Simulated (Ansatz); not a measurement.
C2H5F2In, SMILES `C[CH](F)[InH][F]` from Hartree–Fock to CCSD(T)

Cartesian coordinates in Å:
```
C -1.028 0.573 0.605
C -0.179 -0.651 0.377
F 0.254 -1.164 1.600
In 1.521 -0.254 -0.917
F 0.752 0.730 -2.447
H -1.907 0.323 1.209
H -1.366 0.969 -0.356
H -0.476 1.360 1.124
H -0.775 -1.437 -0.100
H 3.203 -0.451 -1.096
```

Charge 0, multiplicity 1. Correlated methods include outer-core shells of In, which these sets cover unevenly. In takes the def2 core potential. The structure was optimised at the PBE0-D4/def2-TZVP level. It is one conformer, not always the lowest. Frozen core, restricted reference, Ansatz.

```csv
basis,HF (Eh),MP2 corr.
def2-SVP,-466.50083,-0.74286
def2-TZVPP,-466.85263,-1.13683
def2-QZVPP,-466.86728,-1.39735
```

(1) Estimate the CCSD correlation energy and the (T) correction in each basis where they were run (hartree).

Answers

(1) 
```tsv
basis	CCSD corr.	(T)
def2-SVP	-0.78289	-0.01822
def2-TZVPP	-1.15603	-0.03794
```
